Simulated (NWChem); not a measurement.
System: C5H8; SMILES CC=C=CC

NWChem input:

```
start job
memory heap 200 mb stack 900 mb global 1100 mb
geometry units angstroms
  C     -2.340024    -0.199397     0.459121
  C     -1.255983     0.378500    -0.402633
  C      0.000000     0.000000    -0.403961
  C      1.255983    -0.378500    -0.402633
  C      2.340024     0.199397     0.459121
  H     -3.149502    -0.622236    -0.158694
  H     -1.954681    -0.994120     1.112603
  H     -2.795977     0.579060     1.092938
  H     -1.547183     1.184366    -1.091506
  H      1.547183    -1.184366    -1.091506
  H      2.795977    -0.579060     1.092938
  H      3.149502     0.622236    -0.158694
  H      1.954681     0.994120     1.112603
end
basis spherical
  C library 3-21g
  H library 3-21g
end
dft
  xc b3lyp
  iterations 150
end
driver
  maxiter 120
end
task dft optimize
```

B3LYP is NWChem's, with the RPA form of VWN correlation.

The level has its own optimisation. Brackets give each atom's bonded neighbours.

Question: What results follow from this input? (B3LYP/3-21G.) Quantities: r C–C [C(CCH)–C(CHHH)] (Å); r C–C [C(CC)–C(CCH)] (Å); r C–H [C(CCH)–H(C)] (Å); dipole (D).

Answer: The r C–C [C(CCH)–C(CHHH)] (Å) comes out as 1.520. The r C–C [C(CC)–C(CCH)] (Å) comes out as 1.307, the r C–H [C(CCH)–H(C)] (Å) is 1.090 and the dipole (D) is 0.22.
